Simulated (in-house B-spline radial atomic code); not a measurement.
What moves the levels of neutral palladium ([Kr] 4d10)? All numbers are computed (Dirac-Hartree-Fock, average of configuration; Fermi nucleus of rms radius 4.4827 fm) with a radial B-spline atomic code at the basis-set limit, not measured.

Baseline run (computed): total energy -5044.4026 hartree, 1s1/2 at -900.0987 hartree, 4d5/2 at -8.702 eV with <r> = 1.565 bohr.

Changing the nucleus:

```csv
nucleus,ΔE (eV)
"Fermi nucleus of rms radius 4.5078 fm, A = 104",0.0273
"Fermi nucleus of rms radius 4.515 fm, A = 105",0.0352
"Fermi nucleus of rms radius 4.5318 fm, A = 106",0.0535
"Fermi nucleus of rms radius 4.5563 fm, A = 108",0.0804
"Fermi nucleus of rms radius 4.5782 fm, A = 110",0.105
```

A larger nucleus binds the electrons less, roughly as the density at the nucleus times the change of the nuclear <r²>. The reference is A = 102.
